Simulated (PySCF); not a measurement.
## Assigning NMR signals

Structure with atom numbers: `[CH2:1]=[C:2]([CH3:3])[C@@:4]1([C:5]([CH3:6])=[O:7])[CH2:8][SiH2:9]1`. Each H is labelled by its parent atom. Ha(C1) is cis to C3; Ha(C8), Ha(Si9) are pro-R; Hb(C8), Hb(Si9) are pro-S; Hb(C1) is trans to C3.

Single conformer, no solvent model, one averaged value for each set of equivalent atoms, non-relativistic Hamiltonian. Structure optimised with GFN2-xTB; GIAO PBE0/pcSseg-1 shieldings; PySCF.

Shifts are taken against calculated references (same method and geometry level): TMS for 13C and 1H.

Problem. Assign these signals to the numbered atoms. 13C{1H} NMR (computed): δ 210.5 (C), 154.0 (C), 129.9 (CH2), 49.1 (C), 31.3 (CH3), 24.2 (CH3), 13.9 (CH2).

Solution. 
210.5 → C5, ketone carbonyl carbon: the double bond to the heteroatom, with no lone-pair donor beside it, deshields it most
154.0 → C2, fully substituted alkene carbon: the olefinic region
129.9 → C1, terminal =CH2 carbon: an sp2 carbon of a C=C bond
49.1 → C4, three-membered-ring carbon
31.3 → C6, methyl carbon α to a carbonyl: the adjacent C=O deshields it moderately
24.2 → C3, allylic methyl carbon: aliphatic region, no heteroatom directly attached
13.9 → C8, three-membered-ring carbon: carbons of three-membered rings are unusually shielded

Problem. Assign these signals to the numbered atoms. 1H NMR (400 MHz, computed): δ 5.59 (m, 1H), 5.45 (m, 1H), 2.97 (m, 1H), 2.93 (m, 1H), 2.31 (s, 3H), 2.15 (m, 1H), 2.00 (s, 3H), 1.07 (m, 1H).

Solution. 
| δ (ppm) | atoms | environment | reason |
| --- | --- | --- | --- |
| 5.59 | Ha(C1) | hydrogen on a terminal =CH2 carbon | olefinic region |
| 5.45 | Hb(C1) | hydrogen on a terminal =CH2 carbon | – |
| 2.97 | Ha(Si9) | hydrogen on a silicon bonded to 2 C, in a 3-membered ring | – |
| 2.93 | Hb(Si9) | hydrogen on a silicon bonded to 2 C, in a 3-membered ring | – |
| 2.31 | H(C6) | hydrogen on a methyl carbon α to a carbonyl | α to C=O |
| 2.15 | Hb(C8) | hydrogen on a three-membered-ring carbon | – |
| 2.00 | H(C3) | hydrogen on an allylic methyl carbon | allylic position |
| 1.07 | Ha(C8) | hydrogen on a three-membered-ring carbon | cyclopropane-type protons are shielded by the ring |

Ha(Si9) and Hb(Si9) lie closer than the usual error of such a calculation, so a measured spectrum could show them in the other order.

Shifts are as computed. Against solution values, carbons near 30 ppm lie about +3 ppm off and those near 130 ppm about +5 ppm. Of 1309 compounds with measured shifts, 239 miss one by over three times the rms of a fit or turn the order of signals round; such compounds aren't used in these exercises. Multiplicities follow the n + 1 count of equivalent neighbours, as no J values were calculated; m marks all less simple cases, F and P coupling included.
